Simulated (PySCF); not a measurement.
C₂H₇NOSi₂, SMILES C1[SiH2]OC([SiH3])=N1.

Geometry optimised at PBE0-D3(BJ)/def2-SVP. This is a generated structure with no PubChem entry under its InChIKey; it may be hypothetical. One conformer was computed; it need not be the lowest.

All values below come from TDDFT-B3LYP/def2-SVPD (PySCF 2.14.0).

Vertical excitations. The molecule is in vacuum. State labels are in the subgroup Cs.

Computed excitation energies, oscillator strengths and character:
```tsv
state	symmetry	energy (eV)	λ (nm)	f	main pairs
S1	A"	5.27	235	0.005	HOMO→LUMO 99 %
S2	A'	5.95	208	0.100	HOMO→LUMO+1 86 %
S3	A"	6.07	204	0.000	HOMO−1→LUMO+1 99 %
S4	A'	6.38	194	0.048	HOMO→LUMO+2 50 %, HOMO−1→LUMO 42 %
S5	A'	6.56	189	0.043	HOMO→LUMO+2 48 %, HOMO−1→LUMO 37 %, HOMO→LUMO+1 9 %
S6	A"	6.71	185	0.001	HOMO−1→LUMO+2 98 %
S7	A'	7.18	173	0.016	HOMO→LUMO+3 51 %, HOMO→LUMO+4 45 %
S8	A"	7.29	170	0.002	HOMO−2→LUMO 81 %, HOMO−1→LUMO+3 14 %
S9	A'	7.34	169	0.032	HOMO→LUMO+5 63 %, HOMO→LUMO+3 20 %
S10	A'	7.37	168	0.030	HOMO→LUMO+4 41 %, HOMO→LUMO+3 22 %, HOMO→LUMO+6 19 %, HOMO→LUMO+5 14 %
T1	A'	4.53	274	0	HOMO−1→LUMO 92 %
T2	A"	4.62	268	0	HOMO→LUMO 96 %
T3	A'	5.58	222	0	HOMO→LUMO+1 97 %
T4	A"	5.93	209	0	HOMO−1→LUMO+1 97 %
```
Triplets are in the Tamm–Dancoff approximation, which puts them higher than full response would, so one can lie above its singlet here.
